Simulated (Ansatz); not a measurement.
`C[Si](C)(Cl)CCCCc1ccc(/N=N/c2ccccc2)cc1` with charge +1. The state is a doublet with charge 1. Geometry PBE-D4/def2-SVP; atoms count from 1.

Cartesian coordinates in Å:
```
C -3.3384 -3.9920 -2.3143
Si -3.1911 -2.5601 -1.1138
C -4.3562 -2.7046 0.3500
Cl -1.2082 -2.5958 -0.3275
C -3.3281 -0.8884 -1.9986
C -3.1991 0.3424 -1.0875
C -3.0023 1.6747 -1.8250
C -1.6704 1.8031 -2.6185
C -0.4616 1.7570 -1.7353
C 0.1221 0.5110 -1.3707
C 1.1989 0.4439 -0.5011
C 1.7442 1.6553 0.0162
N 2.7982 1.6622 0.8890
N 3.6080 0.7658 1.1285
C 4.3573 0.5967 2.2740
C 5.4301 -0.3306 2.2068
C 6.2087 -0.5522 3.3429
C 5.9196 0.1355 4.5365
C 4.8457 1.0506 4.6025
C 4.0560 1.2872 3.4814
C 1.1729 2.9125 -0.3303
C 0.0871 2.9499 -1.1958
H -2.6031 -3.9047 -3.1393
H -4.3558 -4.0175 -2.7583
H -3.1656 -4.9586 -1.7997
H -5.4104 -2.6694 0.0030
H -4.2023 -1.8812 1.0759
H -4.2035 -3.6648 0.8826
H -2.5405 -0.8999 -2.7855
H -4.2940 -0.8646 -2.5516
H -2.3679 0.1927 -0.3625
H -4.1142 0.4300 -0.4643
H -3.0617 2.5129 -1.0980
H -3.8300 1.8313 -2.5494
H -1.6876 2.7619 -3.1747
H -1.6122 0.9879 -3.3695
H -0.2900 -0.4278 -1.7700
H 1.6366 -0.5219 -0.2090
H 5.6252 -0.8526 1.2587
H 7.0470 -1.2629 3.3046
H 6.5339 -0.0434 5.4319
H 4.6350 1.5822 5.5428
H 3.2162 1.9975 3.5031
H 1.6076 3.8302 0.0912
H -0.3563 3.9187 -1.4714
```

Single mean-field runs in def2-TZVP are fitted with def2-universal-jkfit.

(1) Estimate the Mulliken populations of the heavy atoms from the PBE0/def2-TZVP orbitals of Ansatz.

(2) Where does the spin sit?

(3) And the Mayer bond orders between heavy atoms (over 0.3)?

## Answers

(1) 
```tsv
atom	charge (e)	spin (α − β)
C1	-0.46	0.00
Si2	0.45	0.00
C3	-0.48	0.00
Cl4	-0.32	0.00
C5	-0.37	0.00
C6	-0.26	0.00
C7	-0.16	0.01
C8	-0.29	-0.01
C9	0.25	0.09
C10	-0.20	-0.02
C11	-0.17	0.06
C12	0.19	0.02
N13	0.04	0.33
N14	0.03	0.34
C15	0.20	0.00
C16	-0.17	0.06
C17	-0.09	-0.04
C18	-0.08	0.08
C19	-0.09	-0.03
C20	-0.18	0.07
C21	-0.15	0.06
C22	-0.19	-0.03
```
Mulliken values depend strongly on the basis.

(2) Summed by element: C 0.32, Si 0.00, Cl 0.00, N 0.68, H 0.00, of 1 unpaired in all. Largest on single atoms: N14 0.34, N13 0.33, C9 0.09.

(3) C1–Si2 1.04 (1.87 Å); Si2–C3 1.03 (1.88 Å); Si2–Cl4 1.01 (2.13 Å); Si2–C5 0.97 (1.90 Å); C5–C6 0.99 (1.54 Å); C6–C7 1.00 (1.54 Å); C7–C8 0.97 (1.56 Å); C8–C9 0.92 (1.50 Å); C9–C10 1.28 (1.42 Å); C9–C22 1.31 (1.42 Å); C10–C11 1.53 (1.39 Å); C11–C12 1.24 (1.43 Å); C12–N13 1.20 (1.37 Å); C12–C21 1.26 (1.42 Å); N13–N14 1.66 (1.23 Å); N14–C15 1.15 (1.38 Å); C15–C16 1.31 (1.42 Å); C15–C20 1.29 (1.42 Å); C16–C17 1.47 (1.40 Å); C17–C18 1.40 (1.41 Å); C18–C19 1.37 (1.41 Å); C19–C20 1.50 (1.39 Å); C21–C22 1.50 (1.39 Å).
